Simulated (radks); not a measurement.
Exchange energies: the exact (Fock) value of the Kohn-Sham orbitals and density-functional approximations, in hartree. Species: Be [He] 2s2; Co4+ [Ar] 3d5. Calculated with a radial shooting solver on a logarithmic mesh with Libxc functionals: non-relativistic Kohn-Sham, PBE, spin-polarised, spherical densities, point nucleus. Every spin shell is full or empty, so the densities are truly spherical. Functionals are evaluated on that one density, not self-consistently.

functional        Be      Co4+
exact       -2.65953  -56.6147
LDA          -2.3099   -52.936
PBE          -2.6336   -56.332
revPBE       -2.6679   -56.493
PW86         -2.6792   -56.716
AM05         -2.3853   -53.317
EV93         -2.7894   -56.852
APBE         -2.6759   -56.870
revTPSS      -2.6678   -56.220
Tao-Mo       -2.6768   -56.334
TASK         -2.6049   -55.119
